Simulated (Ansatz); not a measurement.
Spin states of the cluster Ag3 (the lowest doublet isomer of a short search), each relaxed with PBE-D4/def2-TZVP in Ansatz. Electronic energies in the gas phase.

In the def2 sets Ag takes a core potential; there is no spin–orbit coupling. LC-ωPBE has ω = 0.4 bohr⁻¹. Correlated methods freeze no core orbitals; core or outer-core shells of Ag are correlated, in sets that lack core-valence functions. The structure comes from a short search, and lower isomers may exist.

Doublet geometry (C2v within 0.1 Å):

```xyz
3

Ag   -1.228    0.342    1.090
Ag   -0.236   -1.127   -0.874
Ag    1.464    0.785   -0.216
```

Quartet geometry (D3h within 0.1 Å):

```csv
atom,x (Å),y (Å),z (Å)
Ag1,0.183,1.522,0.758
Ag2,1.369,-0.986,-0.280
Ag3,-1.552,-0.536,-0.478
```

⟨S²⟩: doublet 0.76 at PBE0-D4/def2-TZVP (pure 0.75), quartet 3.76 at PBE0-D4/def2-TZVP (pure 3.75).

Only these spin states were relaxed.

(1) Estimate which spin state lies lowest at each of these levels, and by how much: PBE-D4/def2-TZVP; revPBE-D4/def2-TZVP; r2SCAN-D4/def2-TZVP; r2SCANh-D4/def2-TZVP; LC-ωPBE/def2-TZVP; RPA@PBE/def2-TZVP; CCSD/def2-TZVP; CCSD(T)/def2-TZVP.

## Answers

(1) 
```csv
level,quartet − doublet (kJ/mol),lowest of these
PBE-D4/def2-TZVP,212.9,doublet
revPBE-D4/def2-TZVP,201.2,doublet
r2SCAN-D4/def2-TZVP,202.4,doublet
r2SCANh-D4/def2-TZVP,197.6,doublet
LC-ωPBE/def2-TZVP,183.7,doublet
RPA@PBE/def2-TZVP,194.4,doublet
CCSD/def2-TZVP,186.4,doublet
CCSD(T)/def2-TZVP,199.2,doublet
```

Change of the quartet − doublet gap on mixing in exact exchange, in kJ/mol: r2SCAN to r2SCANh (10 % exact exchange) -4.8.
